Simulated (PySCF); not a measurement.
C4H5F, SMILES C(=CC)=CF.

The structure is a stationary point at PBE0-D3(BJ)/def2-SVP.

Level of theory: PySCF with SMD-PBE0/6-31G*.

Solvation free energies are E(SMD) − E(gas) at the gas-phase geometry, for 1 M in both phases. In vacuum the dipole moment is 1.88 D.

```
solvent            ΔG(solv) (kcal/mol)  its non-electrostatic (CDS) part  dipole (D)
-----------------  -------------------  --------------------------------  ----------
water                              0.6                               4.2        2.47
chloroform                        -3.5                              -1.0        2.30
dimethylsulfoxide                 -1.8                               1.7        2.46
```
